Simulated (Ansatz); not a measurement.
`F[SiH2][SiH](F)F` at its PBE0-D4/def2-TZVP geometry, where that method's forces vanish. Charge 0, multiplicity 1.

```csv
atom,x (Å),y (Å),z (Å)
F1,-1.115,-1.977,0.232
Si2,0.244,-1.127,0.303
Si3,-0.229,1.089,-0.336
F4,-1.155,1.780,0.758
F5,1.151,1.886,-0.363
H6,1.222,-1.738,-0.632
H7,0.767,-1.184,1.691
H8,-0.883,1.271,-1.652
```

**Question.** For each bond, give half the difference of the two atoms' forces along it (eV/Å; positive pushes the atoms apart) under PBE-D4, r2SCAN-D4, B3LYP-D4, ωB97M-V in def2-TZVPP. (Estimate.)

**Answer.** Ansatz gave: 
```tsv
bond	length (Å)	PBE-D4	r2SCAN-D4	B3LYP-D4	ωB97M-V
F1–Si2	1.604	0.54	0.05	0.22	0.22
Si2–Si3	2.355	-0.30	-0.04	-0.01	-0.09
Si2–H6	1.485	0.04	-0.02	-0.11	-0.14
Si2–H7	1.484	0.04	-0.01	-0.11	-0.15
Si3–F4	1.591	0.51	0.06	0.19	0.17
Si3–F5	1.594	0.50	0.05	0.19	0.17
Si3–H8	1.481	-0.01	-0.03	-0.15	-0.20
```

B3LYP here is the variant with VWN-RPA as its local correlation; programs differ in this.
